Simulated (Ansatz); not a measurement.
Consider the ligand exchange at the Si–O bond: `C[SiH](O)[O][GeH2][OH]` + HI → `C[SiH](O)I` + `[OH][GeH2][OH]`.

Calculated with Ansatz (gas phase, PBE0-D4/def2-TZVP geometries, no zero-point term in ΔE). CBS: MP2 limit from def2 TZ/QZ plus the TZ coupled-cluster correction, frozen cores. DFT in def2-TZVPP. B3LYP here is the variant with VWN-RPA as its local correlation; programs differ in this. def2 core potentials past Kr. For Ge, I outer-core shells are correlated without core-valence functions, which leaves a few kJ/mol of doubt a bond. Scalar relativity is left out up to krypton. One conformer a species, not always the lowest.

`C[SiH](O)[O][GeH2][OH]`:

```xyz
14

C     1.419    0.581   -1.339
Si   -0.375    0.583   -0.894
O    -0.541    1.636    0.383
O    -0.889   -0.902   -0.447
Ge   -0.740   -1.641    1.163
O     0.443   -0.700    2.085
H     1.620   -0.140   -2.134
H     1.742    1.568   -1.677
H     2.019    0.302   -0.468
H    -1.250    1.032   -2.008
H    -1.390    2.072    0.475
H    -2.135   -1.586    1.808
H    -0.160   -3.048    1.012
H     0.236    0.241    2.041
```

HI:

```xyz
2

I    -0.173   -0.784    0.061
H     0.173    0.784   -0.061
```

`C[SiH](O)I`:

```xyz
9

C    -0.953    0.751   -0.056
Si    0.572   -0.216    0.367
O     1.600   -0.395   -0.896
I    -0.141   -2.428    1.173
H    -1.578    0.879    0.830
H    -0.672    1.739   -0.433
H    -1.545    0.241   -0.820
H     1.365    0.418    1.440
H     1.352   -0.990   -1.605
```

`[OH][GeH2][OH]`:

```xyz
7

O     0.176   -0.687   -1.393
Ge    0.356   -0.176    0.298
O    -0.105    1.525    0.495
H    -0.685   -1.062   -1.586
H    -0.545   -1.066    1.180
H     1.849   -0.216    0.609
H    -1.046    1.682    0.397
```

```csv
level,ΔE (kJ/mol),difference from CCSD(T)/CBS
B3LYP-D4,45.8,6.3
ωB97X-V,44.0,4.5
ωB97M-V,44.6,5.1
PBE,24.8,-14.7
MP2/def2-TZVPP,40.0,0.5
CCSD(T)/def2-TZVPP,49.9,10.4
HF/def2-QZVPP,48.6,9.1
HF/CBS(def2),48.7,9.2
MP2/CBS(def2),29.5,-10.0
CCSD/CBS(def2),40.4,0.9
CCSD(T)/CBS,39.5,0
```

Largest T1 diagnostic among the species: 0.012.

From PBE to PBE0 (25 % exact exchange), in def2-TZVPP and without D4, ΔE moves by +4.2 kJ/mol. The D4 term adds +6.5 kJ/mol with B3LYP and +4.0 kJ/mol with PBE0; it sums over pairs of atoms, weighted by their polarisabilities, and B3LYP, whose exchange is more repulsive, gets the larger term.
